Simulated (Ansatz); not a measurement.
Ansatz (an electronic-structure program) input (B3LYP-D3(BJ)/def2-TZVP):

Ansatz 0.2 input:
```yaml
crystal:
  periodic: [false, false, false]
  atoms:
    - {symbol: Pb, position_ang: [-0.00000000, 0.00000000, -0.00000000]}
    - {symbol: H, position_ang: [1.02232937, 1.02969445, 0.99620867]}
    - {symbol: H, position_ang: [1.00998283, -1.02860803, -1.00983163]}
    - {symbol: H, position_ang: [-1.02359071, 1.00249564, -1.02231319]}
    - {symbol: H, position_ang: [-1.00872149, -1.00358207, 1.03593616]}
basis:
  gaussian:
    orbitals: def2-TZVP
hamiltonian:
  xc: b3lyp
  dispersion: d3bj
phonons: {temperatures: {t_min: 298.15, t_max: 298.15, t_step: 100}}
```

Output:

```
Functional definition: B3LYP
integrals: 0.01 GiB planned
606 factors; their error is unknown
mean field: 0.16 GiB planned
mean field evaluation 1: about -5313.2671 eV, gradient 1.1e1 eV
mean field evaluation 2: about -5313.5595 eV, gradient 5.7e0 eV
mean field evaluation 4: about -5313.6336 eV, gradient 7.5e-2 eV
mean field evaluation 8: about -5313.6598 eV, gradient 1.4e-3 eV
mean field -5313.65977736 eV, -195.2733950901 hartree, gradient 1.4e-5 eV, S^2 0.000000; 0 other end points of the search recorded, 0 dependent functions left out
the calculation of the forces begins
reference -5313.66003816 eV, -195.2734046744 hartree; 13, 13 occupied and 61, 61 virtual orbitals, 606 factors
these checks for a lower state are left out or cut short: stability, starts, cluster_reference, orbital_swaps, neighbouring_geometries, increment
integrals: 0.01 GiB planned
606 factors; their error is unknown
mean field: 0.16 GiB planned
mean field evaluation 16: about -5313.6335 eV, gradient 1.3e-4 eV
mean field -5313.65972247 eV, -195.2733930727 hartree, gradient 6.7e-7 eV, S^2 0.000000; 0 other end points of the search recorded, 0 dependent functions left out
the calculation of the forces begins
reference -5313.65998327 eV, -195.2734026570 hartree; 13, 13 occupied and 61, 61 virtual orbitals, 606 factors
these checks for a lower state are left out or cut short: stability, starts, cluster_reference, orbital_swaps, neighbouring_geometries, increment
integrals: 0.01 GiB planned
606 factors; their error is unknown
mean field: 0.16 GiB planned
mean field -5313.65972247 eV, -195.2733930727 hartree, gradient 6.6e-7 eV, S^2 0.000000; 0 other end points of the search recorded, 0 dependent functions left out
the calculation of the forces begins
reference -5313.65998327 eV, -195.2734026569 hartree; 13, 13 occupied and 61, 61 virtual orbitals, 606 factors
these checks for a lower state are left out or cut short: stability, starts, cluster_reference, orbital_swaps, neighbouring_geometries, increment
integrals: 0.01 GiB planned
606 factors; their error is unknown
mean field: 0.16 GiB planned
mean field evaluation 32: about -5313.6598 eV, gradient 5.1e-5 eV
mean field -5313.65976082 eV, -195.2733944822 hartree, gradient 6.5e-7 eV, S^2 0.000000; 0 other end points of the search recorded, 0 dependent functions left out
the calculation of the forces begins
reference -5313.66002163 eV, -195.2734040668 hartree; 13, 13 occupied and 61, 61 virtual orbitals, 606 factors
these checks for a lower state are left out or cut short: stability, starts, cluster_reference, orbital_swaps, neighbouring_geometries, increment
integrals: 0.01 GiB planned
606 factors; their error is unknown
mean field: 0.16 GiB planned
mean field -5313.65974027 eV, -195.2733937272 hartree, gradient 6.5e-7 eV, S^2 0.000000; 0 other end points of the search recorded, 0 dependent functions left out
the calculation of the forces begins
reference -5313.66000106 eV, -195.2734033110 hartree; 13, 13 occupied and 61, 61 virtual orbitals, 606 factors
these checks for a lower state are left out or cut short: stability, starts, cluster_reference, orbital_swaps, neighbouring_geometries, increment
integrals: 0.01 GiB planned
606 factors; their error is unknown
mean field: 0.16 GiB planned
mean field -5313.65977344 eV, -195.2733949461 hartree, gradient 2.0e-6 eV, S^2 0.000000; 0 other end points of the search recorded, 0 dependent functions left out
the calculation of the forces begins
reference -5313.66003425 eV, -195.2734045306 hartree; 13, 13 occupied and 61, 61 virtual orbitals, 606 factors
these checks for a lower state are left out or cut short: stability, starts, cluster_reference, orbital_swaps, neighbouring_geometries, increment
integrals: 0.01 GiB planned
606 factors; their error is unknown
mean field: 0.16 GiB planned
mean field -5313.65976315 eV, -195.2733945678 hartree, gradient 1.7e-6 eV, S^2 0.000000; 0 other end points of the search recorded, 0 dependent functions left out
the calculation of the forces begins
reference -5313.66002394 eV, -195.2734041518 hartree; 13, 13 occupied and 61, 61 virtual orbitals, 606 factors
these checks for a lower state are left out or cut short: stability, starts, cluster_reference, orbital_swaps, neighbouring_geometries, increment
integrals: 0.01 GiB planned
606 factors; their error is unknown
mean field: 0.16 GiB planned
mean field evaluation 64: about -5313.6598 eV, gradient 6.5e-7 eV
mean field -5313.65976084 eV, -195.2733944831 hartree, gradient 6.5e-7 eV, S^2 0.000000; 0 other end points of the search recorded, 0 dependent functions left out
the calculation of the forces begins
reference -5313.66002165 eV, -195.2734040677 hartree; 13, 13 occupied and 61, 61 virtual orbitals, 606 factors
these checks for a lower state are left out or cut short: stability, starts, cluster_reference, orbital_swaps, neighbouring_geometries, increment
integrals: 0.01 GiB planned
606 factors; their error is unknown
mean field: 0.16 GiB planned
mean field -5313.65974031 eV, -195.2733937285 hartree, gradient 6.5e-7 eV, S^2 0.000000; 0 other end points of the search recorded, 0 dependent functions left out
the calculation of the forces begins
reference -5313.66000110 eV, -195.2734033123 hartree; 13, 13 occupied and 61, 61 virtual orbitals, 606 factors
these checks for a lower state are left out or cut short: stability, starts, cluster_reference, orbital_swaps, neighbouring_geometries, increment
integrals: 0.01 GiB planned
606 factors; their error is unknown
mean field: 0.16 GiB planned
mean field -5313.65976313 eV, -195.2733945670 hartree, gradient 1.7e-6 eV, S^2 0.000000; 0 other end points of the search recorded, 0 dependent functions left out
the calculation of the forces begins
reference -5313.66002392 eV, -195.2734041510 hartree; 13, 13 occupied and 61, 61 virtual orbitals, 606 factors
these checks for a lower state are left out or cut short: stability, starts, cluster_reference, orbital_swaps, neighbouring_geometries, increment
integrals: 0.01 GiB planned
606 factors; their error is unknown
mean field: 0.16 GiB planned
mean field -5313.65977344 eV, -195.2733949458 hartree, gradient 2.0e-6 eV, S^2 0.000000; 0 other end points of the search recorded, 0 dependent functions left out
the calculation of the forces begins
reference -5313.66003424 eV, -195.2734045302 hartree; 13, 13 occupied and 61, 61 virtual orbitals, 606 factors
Total energy: -5313.76401535 eV, -195.2772257653 hartree
Atom 0 at     0.000000     0.000000     0.000000 Å, force     0.000001     0.000000    -0.000000 eV/Å
Atom 1 at     1.022329     1.029694     0.996209 Å, force     0.000208     0.000209     0.000202 eV/Å
Atom 2 at     1.009983    -1.028608    -1.009832 Å, force     0.000205    -0.000209    -0.000205 eV/Å
Atom 3 at    -1.023591     1.002496    -1.022313 Å, force    -0.000208     0.000204    -0.000208 eV/Å
Atom 4 at    -1.008721    -1.003582     1.035936 Å, force    -0.000205    -0.000204     0.000211 eV/Å
Dipole moment:    -0.000001    -0.000000     0.000000 e Å
Vibrations: 609.60 609.61 609.61 684.45 684.45 1822.80 1846.01 1846.01 1846.01 cm⁻¹, zero-point energy 0.654546 eV
```
